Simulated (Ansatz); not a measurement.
Ansatz results at the PBE0-D4/def2-TZVP geometry: size of the dipole moment (PBE/def2-TZVPP) 3.00 D; LUMO energy (B3LYP/def2-TZVPP) -0.41 eV; HOMO–LUMO gap (ωB97M-V/def2-TZVPP) 12.09 eV.

Each molecule was computed in one conformer, which needn't be the lowest.

(1) Which molecule gave them?
A. `F[SiH](F)[O][GeH3]`
B. `CO[SiH2][Si](O)(O)F`
C. `CO[SiH](F)S[SiH2]F`
D. `O[SiH2]C[SiH](O)Cl`

## Answers

(1) D. The others give `CO[SiH2][Si](O)(O)F`: 1.51, -0.52, 11.74; `F[SiH](F)[O][GeH3]`: 2.10, -0.42, 13.34; `CO[SiH](F)S[SiH2]F`: 1.62, -0.45, 11.95.

B3LYP here is the variant with VWN-RPA as its local correlation; programs differ in this.
